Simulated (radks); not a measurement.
The bromine ion Br2+ inside a hard spherical wall (all orbitals vanish at R), configuration held at [Ar] 3d10 4s2 4p3 and not refilled when levels cross. Method: non-relativistic Kohn-Sham, LDA (Slater exchange, Perdew-Wang correlation), spin-polarised, spherical densities, point nucleus; open shells are filled with parallel spins first; computed with a radial shooting solver on a logarithmic mesh with Libxc functionals. Eigenvalues in eV for spin up, with the zero of energy where the potential of the charges vanishes at infinity; a dash marks a level that is unbound or too diffuse for the functional's potential to be trusted. A positive occupied level is held by the wall or, in an anion where self-interaction has pushed it up, behind a barrier. The pressure on the wall is -dE/dV.

| R (bohr) | E (hartree) | kinetic (hartree) | e(3p) | e(3d) | e(4s) | e(4p) | e(4d, empty) | e(5s, empty) | pressure (GPa) |
|---|---|---|---|---|---|---|---|---|---|
| free | -2569.36953 | 2567.197 | -195.42 | -92.646 | -42.240 | -29.426 | -12.403 | -12.048 | 0 |
| 20 | -2569.36953 | 2567.197 | -195.42 | -92.646 | -42.240 | -29.426 | -12.403 | -12.048 | < 0.0001 |
| 8 | -2569.36953 | 2567.197 | -195.42 | -92.646 | -42.239 | -29.426 | -12.386 | -11.936 | 0.000301 |
| 5 | -2569.36347 | 2567.263 | -195.20 | -92.434 | -42.088 | -29.246 | -11.391 | -8.081 | 1.36 |
| 3 | -2568.77044 | 2570.587 | -188.38 | -85.716 | -36.152 | -21.704 | 2.723 | 33.553 | 347 |
| 2.5 | -2567.53279 | 2575.748 | -180.99 | -78.439 | -27.001 | -10.496 | 18.968 | 78.493 | 1560 |
| 2 | -2563.44840 | 2590.184 | -166.16 | -63.624 | -0.756 | 19.801 | 57.070 | 181.26 | 8480 |
